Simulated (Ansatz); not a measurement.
Molecule: SnF3, net charge -1, singlet state. It need not be the lowest isomer of its formula. Whether it binds its extra electron was not tested at this geometry. 
Geometry from a B3LYP-D3(BJ)/def2-TZVP (Ansatz, an electronic-structure program) optimisation:
```
Sn
F 1 2.0168
F 1 2.0168 2 95.34
F 1 2.0168 2 95.34 3 -95.89
```
Charge -1, spin multiplicity 1.

Total electronic energies in hartree. Cores are frozen in the correlated levels unless marked. Spin-orbit coupling is left out. The frozen core is the preceding noble-gas configuration, with the filled d and f shells of earlier blocks. Past Kr the def2 sets carry scalar-relativistic core potentials. Basis-set limits of correlation are two-point, X^-3; Hartree-Fock from the larger set. The bracket is a focal-point correction in the basis named.

| level | program | energy (Eh) |
|---|---|---|
| HF/def2-TZVPP | Ansatz | -511.98555 |
| RI-HF/def2-TZVPP | Ansatz | -511.98543 |
| RI-HF/def2-QZVPP | Ansatz | -512.00525 |
| SVWN5/def2-TZVPD | Ansatz | -511.97984 |
| revPBE-D4/def2-TZVPD | Ansatz + dftd4 | -514.14404 |
| B3LYP-D3(BJ)/def2-TZVPD | Ansatz + dftd3 | -514.27364 |
| PBE0-D3(BJ)/def2-TZVPD | Ansatz + dftd3 | ? |
| r2SCANh-D4/def2-TZVPD | Ansatz + dftd4 | -514.11991 |
| r2SCAN0/def2-TZVPD | Ansatz | -514.07300 |
| HSE06-D3(BJ)/def2-TZVPD | Ansatz + dftd3 | ? |
| wB97M-V/def2-TZVPD | Ansatz | -514.07679 |
| B2GP-PLYP-D4/def2-TZVPD | Ansatz + dftd4 | -513.64683 |
| CCSD/def2-TZVPP | Ansatz | -512.85323 |
| CCSD(T)/def2-TZVPP | Ansatz | -512.87931 |
| RI-MP2/CBS(def2-TZVPPD,def2-QZVPPD)+[CCSD(T)-MP2]/def2-TZVPPD | Ansatz | -513.0481 |

Q: What belongs in the gaps?

A: 
- PBE0-D3(BJ)/def2-TZVPD, energy (Eh): -513.90815
- HSE06-D3(BJ)/def2-TZVPD, energy (Eh): -513.89405
